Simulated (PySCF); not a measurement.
**Correlation energy of F (fluorine, neutral)**

[He] 2s2 2p5, 2P determinant. Calculation: PySCF 2.14, in jorge-DZP-DKH (4s2p1d, 15 functions); scalar relativity by spin-free X2C-1e. Frozen: 1s2; 7 electrons correlated.

MP2 pair energies summed by pair of shells (mhartree):

```
 pair  energy  share (%)
2p-2p  -83.19       62.5
2s-2p  -41.92       31.5
2s-2s   -7.92        6.0
```

Total MP2 correlation energy: -133.03 mhartree.

Same-spin part -33.60 and opposite-spin part -99.43 mhartree; SCS-MP2 scales them by 1/3 and 6/5 to -130.52 mhartree.

```json
{"level": "CCSD", "correlation energy (mhartree)": "-143.53"}
{"level": "(T)", "correlation energy (mhartree)": "-1.66"}
{"level": "CCSD(T)", "correlation energy (mhartree)": "-145.19"}
```

Diagnostics: T1 = 0.0054, D1 = 0.0101, largest double amplitude 0.049.

**Question.** Is a single reference adequate?

**Answer.** Yes: T1 lies below 0.03 and no double amplitude reaches 0.07.
